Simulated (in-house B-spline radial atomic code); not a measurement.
# Dy+: [Xe] 4f10 6s1

Method: Dirac-Kohn-Sham BP86, spherical fractional occupations, Fermi nucleus of rms radius 5.2218 fm. Calculated with a radial B-spline atomic code at the basis-set limit.

Effective charges: Z_r = [3n² - l(l+1)]/(2<r>) from the radius, Z_e = n√(-2ε) from the energy, and Slater's rules. Values are occupation-weighted means over j. An effective charge above Z reflects the relativistic contraction of the inner shells.

```
shell  electrons   ε (eV)  <r> (bohr)    Z_r    Z_e  Slater
   1s          2   -53605     0.02112  71.03  62.77   65.70
   2s          2  -8927.2     0.08922  67.25  51.23   61.85
   2p          6    -7958     0.07907  63.23  48.37   61.85
   3s          2  -1992.2      0.2341  57.67  36.30   54.75
   3p          6  -1691.1      0.2327  53.72  33.45   54.75
   3d         10  -1286.5      0.2121  49.50  29.17   44.85
   4s          2  -399.21      0.5299  45.30  21.67   38.25
   4p          6  -299.37      0.5608  41.02  18.76   38.25
   4d         10  -159.27      0.6101  34.42  13.69   26.85
   5s          2  -55.458       1.302  28.81  10.09   11.75
   5p          6  -32.157       1.542  23.67   7.69   11.75
   4f         10  -9.6691      0.8761  20.55   3.37   16.85
   6s          1  -9.0332       3.697  14.61   4.89    3.20
```

The least bound orbital is 6s1/2 at -9.033 eV, and it is also the most diffuse (<r> = 3.697 bohr).

Spin-orbit splittings of the orbital energies (j = l + 1/2 above j = l - 1/2 when positive): 2p 800.5 eV, 3p 166.2 eV, 3d 36.29 eV, 4p 37.15 eV, 4d 6.726 eV, 5p 4.696 eV, 4f 0.8789 eV.

For the 1s electron the small component carries 6.07 % of the norm, the zero-frequency Breit interaction raises the level by 166.9 eV, self-energy by 100.8 eV, and vacuum polarisation lowers it by 16.93 eV.
